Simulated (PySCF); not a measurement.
NICS in isomers of C7H11P.

Probes without a nucleus sit at each ring's centroid and 1 Å off its mean plane on both sides; NICS is minus the shielding there, NICSzz its component along the normal. Level: GIAO PBE0/pcSseg-1 (PySCF, non-relativistic, gas phase) on the GFN2-xTB geometries, one conformer each. Atom numbers follow the mapped SMILES.

Question: Order these rings by mean NICS(1)zz, lowest (most negative) first (ppm).
A. ring C3–C4–P7 in `[CH2:1]=[CH:2][C@@H:3]1[C@@H:4]([CH:5]=[CH2:6])[P:7]1[CH3:8]`
B. ring C6–C7–C8 in `[CH3:1][C:2]#[C:3][P:4]([CH3:5])[CH:6]1[CH2:7][CH2:8]1`
C. ring P4–C5–C6–C7–C8 in `[CH2:1]=[C:2]([CH3:3])[P:4]1[CH2:5][CH:6]=[CH:7][CH2:8]1`
D. ring C2–C3–P5 in `[CH3:1][C:2]1=[C:3]([CH3:4])[P:5]1[CH:6]1[CH2:7][CH2:8]1`
E. ring P4–C5–C6–C7–C8 in `[CH2:1]=[CH:2][CH2:3][P:4]1[CH:5]=[CH:6][CH2:7][CH2:8]1`
F. ring C2–C3–P4–C6–C7 in `[CH3:1][c:2]1[cH:3][p:4]([CH3:5])[cH:6][c:7]1[CH3:8]`
G. ring C3–C4–C5–P6–C8 in `[CH2:1]=[CH:2][C:3]1=[CH:4][CH2:5][P:6]([CH3:7])[CH2:8]1`

Answer: B (-25.2), A (-21.3), D (-16.6), F (-10.6), C (-7.2), E (-6.1), G (-3.9).

| SMILES | ring | NICS(0) | NICS(1) | NICS(1)zz | HOMA | rms pucker (Å) | ring atoms with four or more neighbours |
| --- | --- | --- | --- | --- | --- | --- | --- |
| CC#CP(C)C1CC1 | 3-membered carbocycle; formal bonds all single | -44.9 | -9.2 | -25.2 | – | 0.00 | 3 |
| C=C[C@@H]1[C@@H](C=C)P1C | 3-membered ring with P; formal bonds all single | -38.4 | -9.3 | -21.3 | – | 0.00 | 2 |
| CC1=C(C)P1C1CC1 | 3-membered ring with P; formal bonds 1 double, 2 single | -26.6 | -8.2 | -16.6 | -1.16 | 0.00 | 0 |
| Cc1cp(C)cc1C | 5-membered ring with P; bonds drawn aromatic by RDKit's count | -4.1 | -6.0 | -10.6 | 0.05 | 0.04 | 0 |
| C=C(C)P1CC=CC1 | 5-membered ring with P; formal bonds 1 double, 4 single | -3.4 | -3.5 | -7.2 | – | 0.08 | 2 |
| C=CCP1C=CCC1 | 5-membered ring with P; formal bonds 1 double, 4 single | -3.8 | -3.9 | -6.1 | – | 0.05 | 2 |
| C=CC1=CCP(C)C1 | 5-membered ring with P; formal bonds 1 double, 4 single | -3.0 | -3.5 | -3.9 | – | 0.11 | 2 |

NICS(0) gives another order. The isotropic NICS(1) gives another order. HOMA uses Krygowski's 1993 parameters; it is left out where a ring has a four-coordinate atom, a triple bond, no multiple bond or a kind of bond without parameters. NICS(1) and NICS(1)zz are means over the two faces.
